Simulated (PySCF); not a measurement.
F$_{6}$Mo, charge +1, doublet, geometry from GFN2-xTB (such geometries of metal compounds can be far from the true shape) (the multiplicity is a formal guess) (all electrons, no relativity); B3LYP/3-21G (PySCF).

Input for PySCF:
```python
from pyscf import gto, scf, dft

mol = gto.Mole()
mol.atom = '''
    Mo    0.00000000    0.00000000    0.00000000
    F     1.04528323   -0.44122247   -1.33014128
    F    -1.04528323    0.44122247    1.33014128
    F    -1.11130874    0.74998149   -1.12209214
    F    -0.85378333   -1.51638406   -0.16793906
    F     0.85378333    1.51638406    0.16793906
    F     1.11130874   -0.74998149    1.12209214
'''
mol.basis = '3-21g'
mol.charge = 1
mol.spin = 1
mol.verbose = 4
mol.build()

mf = dft.UKS(mol)
mf.xc = 'b3lyp'
mf.grids.radi_method = dft.radi.mura_knowles
mf.kernel()
```

The log (banner, timings and long lists left out):

```
PySCF version 2.14.0

[INPUT] verbose = 4
[INPUT] num. atoms = 7
[INPUT] num. electrons = 95
[INPUT] charge = 1
[INPUT] spin (= nelec alpha-beta = 2S) = 1
[INPUT] symmetry False subgroup None
[INPUT] Mole.unit = angstrom
[INPUT] Symbol           X                Y                Z      unit          X                Y                Z       unit  Magmom
[...]
nuclear repulsion = 931.288666722588
number of shells = 44
number of NR pGTOs = 171
number of NR cGTOs = 90
basis = 3-21g
ecp = {}

******** <class 'pyscf.dft.uks.UKS'> ********
method = UKS
initial guess = minao
damping factor = 0
level_shift factor = 0
DIIS = <class 'pyscf.scf.diis.CDIIS'>
diis_start_cycle = 1
diis_space = 8
diis_damp = 0
SCF conv_tol = 1e-09
SCF conv_tol_grad = None
SCF max_cycles = 50
direct_scf = True
direct_scf_tol = 1e-13
number electrons alpha = 48  beta = 47
XC library pyscf.dft.libxc version 7.1.2
    S. Lehtola, C. Steigemann, M. J. T. Oliveira, and M. A. L. Marques,  SoftwareX 7, 1–5 (2018)
XC functionals = b3lyp
    P. J. Stephens, F. J. Devlin, C. F. Chabalowski, and M. J. Frisch,  J. Phys. Chem. 98, 11623 (1994)
radial grids: Mura-Knowles [JCP 104, 9848 (1996); DOI:10.1063/1.471749] log3 quadrature radial grids
becke partition: Becke, JCP 88, 2547 (1988); DOI:10.1063/1.454033
pruning grids: <function nwchem_prune>
grids dens level: 3
symmetrized grids: False
atomic radii adjust function: <function treutler_atomic_radii_adjust>
small_rho_cutoff = 0
Set gradient conv threshold to 3.16228e-05
tot grids = 102048
init E= -4549.09188400864

cycle= 1 E= -4552.87507445704  delta_E= -3.78  |g|= 1.49  |ddm|= 2.23
cycle= 2 E= -4539.36257859689  delta_E= 13.5  |g|= 4.87  |ddm|= 4.37
cycle= 3 E= -4552.72832913261  delta_E= -13.4  |g|= 2.01  |ddm|= 3.76

cycle= 4 E= -4553.5321479591  delta_E= -0.804  |g|= 1.37  |ddm|=  1.9
cycle= 5 E= -4554.14704833197  delta_E= -0.615  |g|= 0.518  |ddm|= 1.28
cycle= 6 E= -4554.13909935564  delta_E= 0.00795  |g|= 0.536  |ddm|= 0.741
cycle= 7 E= -4554.24992713713  delta_E= -0.111  |g|= 0.0666  |ddm|= 0.487
cycle= 8 E= -4554.2509104711  delta_E= -0.000983  |g|= 0.0562  |ddm|= 0.101
cycle= 9 E= -4554.25185158065  delta_E= -0.000941  |g|= 0.0299  |ddm|= 0.0278
cycle= 10 E= -4554.25224940925  delta_E= -0.000398  |g|= 0.0146  |ddm|= 0.047
cycle= 11 E= -4554.25231975019  delta_E= -7.03e-05  |g|= 0.015  |ddm|= 0.0344
cycle= 12 E= -4554.25243487946  delta_E= -0.000115  |g|= 0.0117  |ddm|= 0.0446
cycle= 13 E= -4554.2525367308  delta_E= -0.000102  |g|= 0.00779  |ddm|= 0.0497
cycle= 14 E= -4554.25260625307  delta_E= -6.95e-05  |g|= 0.00558  |ddm|= 0.0451
cycle= 15 E= -4554.25270847568  delta_E= -0.000102  |g|= 0.00571  |ddm|= 0.109
cycle= 16 E= -4554.25272528066  delta_E= -1.68e-05  |g|= 0.00699  |ddm|= 0.0585
cycle= 17 E= -4554.25273797435  delta_E= -1.27e-05  |g|= 0.00332  |ddm|= 0.0234
cycle= 18 E= -4554.25275916822  delta_E= -2.12e-05  |g|= 0.00263  |ddm|= 0.0581
cycle= 19 E= -4554.25275861355  delta_E= 5.55e-07  |g|= 0.00325  |ddm|= 0.00804
cycle= 20 E= -4554.25276534314  delta_E= -6.73e-06  |g|= 0.000858  |ddm|= 0.0071
cycle= 21 E= -4554.25276870311  delta_E= -3.36e-06  |g|= 0.00121  |ddm|= 0.011
cycle= 22 E= -4554.25277504164  delta_E= -6.34e-06  |g|= 0.00102  |ddm|= 0.0264
cycle= 23 E= -4554.2527757921  delta_E= -7.5e-07  |g|= 0.0012  |ddm|= 0.0168
cycle= 24 E= -4554.25277742859  delta_E= -1.64e-06  |g|= 0.000535  |ddm|= 0.0132
cycle= 25 E= -4554.25277781732  delta_E= -3.89e-07  |g|= 0.000172  |ddm|= 0.00867
cycle= 26 E= -4554.25277776804  delta_E= 4.93e-08  |g|= 0.00042  |ddm|= 0.00336
cycle= 27 E= -4554.25277802118  delta_E= -2.53e-07  |g|= 0.000166  |ddm|= 0.00542
cycle= 28 E= -4554.25277807009  delta_E= -4.89e-08  |g|= 7.75e-05  |ddm|= 0.00126
cycle= 29 E= -4554.25277816236  delta_E= -9.23e-08  |g|= 5.48e-05  |ddm|= 0.00412
cycle= 30 E= -4554.25277815433  delta_E= 8.04e-09  |g|= 7.52e-05  |ddm|= 0.000757
cycle= 31 E= -4554.25277819171  delta_E= -3.74e-08  |g|= 8.48e-05  |ddm|= 0.00291
cycle= 32 E= -4554.25277819993  delta_E= -8.22e-09  |g|= 7.48e-05  |ddm|= 0.000308
cycle= 33 E= -4554.25277819556  delta_E= 4.37e-09  |g|= 4.82e-05  |ddm|= 0.00081
cycle= 34 E= -4554.25277821226  delta_E= -1.67e-08  |g|= 6.83e-05  |ddm|= 0.00093
cycle= 35 E= -4554.25277820781  delta_E= 4.45e-09  |g|= 9.88e-05  |ddm|= 0.00242
cycle= 36 E= -4554.25277821428  delta_E= -6.47e-09  |g|= 6.91e-05  |ddm|= 0.00269
cycle= 37 E= -4554.25277823166  delta_E= -1.74e-08  |g|= 4.08e-05  |ddm|= 0.0011
cycle= 38 E= -4554.2527782377  delta_E= -6.04e-09  |g|= 2.73e-05  |ddm|= 0.000651
cycle= 39 E= -4554.25277823779  delta_E= -9.28e-11  |g|= 3.06e-05  |ddm|= 6.13e-05
Extra cycle  E= -4554.25277823359  delta_E= 4.21e-09  |g|= 0.00013  |ddm|= 0.000182
converged SCF energy = -4554.25277823359  <S^2> = 0.75604911  2S+1 = 2.00604
```
